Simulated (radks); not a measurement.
The numbers below are computed, except where a source is named.
The phosphorus anion P3-, [Ar], held by a Watson sphere: a shell of charge +3 at radius R that stands for the Madelung well of a crystal (potential energy -3/R inside, -3/r outside, in hartree with lengths in bohr). Level of theory: non-relativistic Kohn-Sham, PBE, spin-polarised, spherical densities, point nucleus (a radial shooting solver on a logarithmic mesh with Libxc functionals). Response by self-consistent Sternheimer equations with the Hartree and adiabatic LDA kernel. The sphere does not respond.

R (bohr)  e(2p) (eV)  e(3s) (eV)  e(3p) (eV)  <r> 3p (bohr)  sum of <r^2> (bohr^2)  X-ray form factor at sin(theta)/lambda = 0.2 1/angstrom  alpha (bohr^3)
2.59         -120.78     -14.570      -6.918          2.480                  55.34                                                   10.444           42.74
2.64         -120.78     -14.415      -6.812          2.500                  56.16                                                   10.418           44.32
3.34         -120.80     -12.599      -5.441          2.776                  68.02                                                   10.199           74.06
3.41         -120.79     -12.451      -5.317          2.803                  69.24                                                   10.189           77.98
4            -120.65     -11.422      -4.394          3.026                  79.95                                                   10.156           120.0
4.04         -120.64     -11.365      -4.339          3.041                  80.71                                                   10.157           123.5
4.51         -120.49     -10.792      -3.758          3.215                  89.90                                                   10.173           172.4
